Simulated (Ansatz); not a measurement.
```yaml
crystal:
  periodic: [false, false, false]
  atoms:
    - {symbol: Si, position_ang: [-0.144444, -1.462866, 0.727619]}
    - {symbol: N, position_ang: [0.722875, -0.028088, 0.048018]}
    - {symbol: Al, position_ang: [-0.371869, 1.444418, -0.745809]}
    - {symbol: Cl, position_ang: [-2.362140, 0.762116, -0.525518]}
    - {symbol: Cl, position_ang: [0.365928, 1.476172, -2.727062]}
    - {symbol: Cl, position_ang: [0.176015, 3.069077, 0.491537]}
    - {symbol: H, position_ang: [0.900794, -2.378623, 1.248720]}
    - {symbol: H, position_ang: [-0.878790, -2.087615, -0.386852]}
    - {symbol: H, position_ang: [-0.999627, -0.968872, 1.821367]}
    - {symbol: H, position_ang: [1.292416, 0.424845, 0.761775]}
    - {symbol: H, position_ang: [1.364243, -0.307463, -0.693295]}
basis:
  gaussian: {orbitals: def2-SVP, final_grid: {core_spheres: 20, valence_spheres: 16, degree: 47}}
total_charge: 3
magnetization: {spin_polarized: true, initial_magnetization: 1}
hamiltonian: {xc: {name: rPW86-PBE}}
scf: {lower_state_search: off}
```

```sh
$ ansatz run in.yaml --threads 4 --pin off --events-out ev --progress --plain --max-ram 11315MiB
```

Output, abridged:

```
Functional definition: rPW86-PBE
1436 factors; their error is unknown
mean field evaluation 1: about -53574.3054 eV, gradient 7.7e1 eV
mean field evaluation 2: about -53298.3226 eV, gradient 1.8e2 eV
mean field evaluation 4: about -53445.0369 eV, gradient 1.1e2 eV
mean field evaluation 8: about -53607.5021 eV, gradient 4.2e0 eV
mean field evaluation 16: about -53607.7656 eV, gradient 2.4e-3 eV
mean field -53607.76561855 eV, -1970.0490498331 hartree, gradient 1.9e-6 eV, S^2 1.640010; 0 other end points of the search recorded, 0 dependent functions left out
reference -53607.76573009 eV, -1970.0490539323 hartree; 44, 43 occupied and 85, 86 virtual orbitals, 1436 factors
Total energy: -53607.76573009 eV, -1970.0490539323 hartree
Checks for a lower state left out: stability, starts, cluster_reference, orbital_swaps, neighbouring_geometries, increment
```

Something in this input is off. What?

The charge is far from anything that the molecule holds. The run converged. The result belongs to that input, not to the molecule as meant.
